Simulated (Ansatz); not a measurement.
Program: Ansatz. Geometries: PBE0-D4/def2-TZVP. ΔE: electronic, gas phase. CBS: MP2 limit from def2 TZ/QZ plus the TZ coupled-cluster correction, frozen cores. Functionals use def2-TZVPP. B3LYP here is the variant with VWN-RPA as its local correlation; programs differ in this. HSE06 is defined as in plane-wave codes. One conformer a species, not always the lowest.

Reaction (redistribution): `CC[SiH]1[AlH][SiH2]1` + `C[SiH2]C` → `C[SiH]1[AlH][SiH2]1` + `CC[SiH2]C`

| level | ΔE (kcal/mol) | difference from CCSD(T)/CBS |
| --- | --- | --- |
| LDA (SPW92) | 0.5 | -0.1 |
| PBE-D4 | 0.5 | -0.1 |
| revPBE-D4 | 0.4 | -0.2 |
| BLYP-D4 | 0.4 | -0.2 |
| r2SCAN-D4 | 0.6 | 0.0 |
| B97M-V | 0.5 | -0.1 |
| PBE0-D4 | 0.5 | -0.1 |
| B3LYP-D4 | 0.4 | -0.2 |
| r2SCANh-D4 | 0.6 | 0.0 |
| r2SCAN0-D4 | 0.5 | -0.1 |
| HSE06-D4 | 0.5 | -0.1 |
| BHLYP-D4 | 0.4 | -0.2 |
| CAM-B3LYP-D4 | 0.4 | -0.2 |
| ωB97M-V | 0.4 | -0.2 |
| B2PLYP | 0.6 | 0.0 |
| PBE-QIDH | 0.6 | 0.0 |
| PBE | 0.7 | 0.1 |
| revPBE | 0.8 | 0.2 |
| BLYP | 0.7 | 0.1 |
| r2SCAN | 0.6 | 0.0 |
| PBE0 | 0.6 | 0.0 |
| r2SCANh | 0.6 | 0.0 |
| r2SCAN0 | 0.6 | 0.0 |
| HSE06 | 0.6 | 0.0 |
| BHLYP | 0.5 | -0.1 |
| CAM-B3LYP | 0.5 | -0.1 |
| LC-ωPBE | 0.5 | -0.1 |
| MP2/def2-SVP | 0.7 | 0.1 |
| CCSD(T)/def2-SVP | 0.6 | 0.0 |
| HF/def2-TZVPP | 0.5 | -0.1 |
| MP2/def2-TZVPP | 0.7 | 0.1 |
| SCS-MP2/def2-TZVPP | 0.7 | 0.1 |
| CCSD/def2-TZVPP | 0.5 | -0.1 |
| CCSD(T)/def2-TZVPP | 0.6 | 0.0 |
| HF/def2-QZVPP | 0.5 | -0.1 |
| MP2/def2-QZVPP | 0.7 | 0.1 |
| SCS-MP2/def2-QZVPP | 0.7 | 0.1 |
| HF/CBS(def2) | 0.5 | -0.1 |
| MP2/CBS(def2) | 0.7 | 0.1 |
| CCSD/CBS(def2) | 0.5 | -0.1 |
| CCSD(T)/CBS | 0.6 | 0 |

Largest T1 diagnostic among the species: 0.014.

Leaving LDA and LC-ωPBE aside and taking each functional with its dispersion term where it has one, the values spread over 0.3 kcal/mol, from BHLYP-D4 to B2PLYP.
